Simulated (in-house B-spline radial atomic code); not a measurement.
# TDHF excitations of Mn VIII (Mn7+)

Method: TDHF. Computed with an all-electron radial atomic-structure program (B-spline basis): linear response of the closed shell [Ne] 3s2 3p6 with bare exchange (time-dependent Hartree-Fock); scalar-relativistic (spin-free one-electron X2C), finite nucleus, no spin-orbit coupling, no double excitations, S, P, D and F terms only. Only terms of natural parity with L up to 3 were computed.

Command:
```bash
python run_td.py task.json out
```
Settings (radii: box in bohr, nucleus in fm):
```
Z                        25
electrons                18
configuration            [Ne] 3s2 3p6
hamiltonian              x2c
method                   hf
box_radius               12.81
rms_radius               3.7057
intervals                70
```

Cost of the run: 0.9 s on 1 thread of Arm Neoverse N1 (shared host).

The lowest states, in the order of their Tamm-Dancoff energies; the method's threshold (minus the highest occupied level) is 195.81 eV. Labels give the largest channel, * marks a mixed state, and oscillator strengths are full-response dipole values. Energies in eV:

```csv
state,full response,Tamm-Dancoff,oscillator strength
3p → 3d 3P,46.07,46.28,-
3p → 3d 3F,47.41,48.10,-
3p → 3d 1F,52.36,52.48,-
3p → 3d 1P,66.40,69.30,3.14
3s → 3d 3D,?,?,-
3s → 3d 1D,95.10,95.25,-
3p → 4s 3P,100.12,100.16,-
3p → 4s 1P,101.47,101.51,0.353
3p → 4p 3S,108.46,108.52,-
3p → 4p 3D,110.91,110.94,-
3p → 4p 1D,111.75,111.76,-
3p → 4p 1S,115.89,116.20,-
3p → 4d 3P,126.54,126.55,-
3p → 4d 3F,?,?,-
3p → 4d 1F,127.87,127.87,-
3p → 4d 1P,128.26,128.36,0.399
```

**Question.** Where does 3s → 3d 3D lie?

**Answer.** At 88.94 eV in full response, 89.04 eV in Tamm-Dancoff.

**Question.** Where does 3p → 4d 3F lie?

**Answer.** At 127.42 eV in full response, 127.43 eV in Tamm-Dancoff.

**Question.** How large is the singlet-triplet splitting of 3p → 3d (F terms) in Tamm-Dancoff?

**Answer.** 4.38 eV, from the unrounded values.

**Question.** What polarisabilities and dispersion coefficient does the method give?

**Answer.** Dipole 0.6271 bohr³, quadrupole 0.4464 bohr⁵, C6 0.8299 hartree·bohr⁶ for two such species.
